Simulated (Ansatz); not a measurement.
BF3, triplet, geometry from GFN2-xTB (a higher spin typed on purpose: for a closed-shell molecule this is an excited state). Base run: CAM-B3LYP/6-31G* in Ansatz (a first-principles code).

The Ansatz input:
Ansatz 0.2 input:
```yaml
crystal:
  periodic: [false, false, false]
  atoms:
    - {symbol: B, position_ang: [0.00238864, 0.26611613, 0.46432596]}
    - {symbol: F, position_ang: [-1.13132111, -0.57284179, 0.21989644]}
    - {symbol: F, position_ang: [0.03989163, 1.06338357, -0.72388788]}
    - {symbol: F, position_ang: [1.09010246, -0.63838407, 0.24603257]}
basis:
  gaussian:
    orbitals: 6-31G*
hamiltonian:
  xc: cam_b3lyp
magnetization: {spin_polarized: true, initial_magnetization: 2}
```

The base run was repeated with changes; each row names its change, and settings that it needs were set with it.

```csv
change,ΔE vs base (µEh)
base,0.0
"point_charge = charge:1.0 position_ang:2.2243, 3.7015, 0.0445",-3403
fitting.mean_field = def2-universal-JKFIT,-33.3
accuracy = high,-0.5
"point_charge = charge:0.5 position_ang:-3.1783, -0.5571, 2.8768",-1381
lower_state_search = off,0.0
"point_charge = charge:-1.0 position_ang:4.2605, 0.2804, 0.5178",-5213
nuclear_model = gaussian,67.8
"final_grid = 6, 12, 29",-1.5
forces = on,0.0
lower_state_search = full,0.0
```
